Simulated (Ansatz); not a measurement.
Consider the substitution at a C–Ga bond: `[CH3][GaH][SH]` + `[OH][AlH][Cl]` → `C[O][AlH][Cl]` + `[SH][GaH2]`.

Isolated molecules relaxed with PBE0-D4/def2-TZVP in Ansatz; ΔE leaves out vibrations. CCSD(T)/CBS is the MP2 limit (def2-TZVPP, def2-QZVPP) plus CCSD(T) − MP2 in def2-TZVPP, frozen cores. This one scheme is used for every species. Functionals use def2-TZVPP. For Ga outer-core shells are correlated without core-valence functions, which leaves a few kJ/mol of doubt a bond. Scalar relativity is left out up to krypton. Each species was taken in one conformer, which may not be the lowest.

| level | ΔE (kcal/mol) |
| --- | --- |
| revPBE-D4 | 21.5 |
| BHLYP | 20.3 |
| CCSD/def2-SVP | 17.5 |
| HF/def2-TZVPP | 18.2 |

Q: What does CCSD(T)/CBS give? (An estimate is asked.)

A: The calculation gave: +24.0 kcal/mol. The listed levels differ from it by -2.5, -3.7, -6.5, -5.8 kcal/mol.

Largest T1 diagnostic among the species: 0.013.

Leaving LDA and LC-ωPBE aside and taking each functional with its dispersion term where it has one, the values, not all of them listed here, spread over 3.1 kcal/mol, from B97M-V to PBE-QIDH. At CCSD(T), def2-SVP lies −6.5 kcal/mol from the extrapolated value and def2-TZVPP −1.1 kcal/mol.
